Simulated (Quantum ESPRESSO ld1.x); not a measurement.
Species: Tc2+. Configuration: [Kr] 4d4 5s1 (not the ground configuration).

Calculated with ld1.x of Quantum ESPRESSO 7.5: Dirac Kohn-Sham, revPBE, spin-unpolarised, spherical densities, point nucleus; open shells are shared between the two j in proportion to 2j + 1.

Energy parts (eV):
total: -116613
kinetic: 121138
electron-nucleus: -280957
Hartree: 46691
exchange-correlation: -3485

Orbitals (lengths in bohr, moments of r in powers of bohr; r(max) is where P^2 peaks; r(90%) holds 90 % of the orbital's charge):
\begin{tabular}{lrrrrrrr}
orbital & occ. & eigenvalue (eV) & r(max) & <r^2> & <1/r> & r(90%) & small-component weight \\ \hline
1s1/2 & 2 & -20880.1 & 0.022 & 0.001586 & 44.72 & 0.0614 & 2.46e-02 \\
2s1/2 & 2 & -2996.36 & 0.126 & 0.02631 & 10.20 & 0.231 & 5.07e-03 \\
2p1/2 & 2 & -2764.26 & 0.098 & 0.01983 & 10.18 & 0.208 & 5.08e-03 \\
2p3/2 & 4 & -2646.02 & 0.102 & 0.02119 & 9.667 & 0.214 & 4.91e-03 \\
3s1/2 & 2 & -539.228 & 0.373 & 0.1974 & 3.508 & 0.613 & 1.37e-03 \\
3p1/2 & 2 & -450.080 & 0.359 & 0.1948 & 3.408 & 0.618 & 1.31e-03 \\
3p3/2 & 4 & -430.303 & 0.367 & 0.2047 & 3.285 & 0.633 & 1.27e-03 \\
3d3/2 & 4 & -272.787 & 0.311 & 0.1891 & 3.102 & 0.633 & 1.15e-03 \\
3d5/2 & 6 & -268.984 & 0.313 & 0.1922 & 3.070 & 0.638 & 1.14e-03 \\
4s1/2 & 2 & -93.7093 & 0.952 & 1.255 & 1.302 & 1.53 & 3.21e-04 \\
4p1/2 & 2 & -67.5343 & 1.01 & 1.489 & 1.185 & 1.68 & 2.75e-04 \\
4p3/2 & 4 & -64.5411 & 1.03 & 1.565 & 1.149 & 1.73 & 2.64e-04 \\
4d3/2 & 1.6 & -25.8175 & 1.24 & 2.838 & 0.8570 & 2.42 & 1.57e-04 \\
4d5/2 & 2.4 & -25.4839 & 1.25 & 2.889 & 0.8487 & 2.44 & 1.54e-04 \\
5s1/2 & 1 & -19.8009 & 2.47 & 8.561 & 0.4689 & 3.99 & 5.67e-05 \\
\end{tabular}

The highest occupied level is 5s1/2 at -19.801 eV. The density falls to 0.001 e/bohr^3 at r = 3.94 bohr. Summed over all electrons, <r^2> = 35.48 bohr^2, which gives a Langevin (diamagnetic) susceptibility term of -28.1 x 10^-6 cm^3/mol.
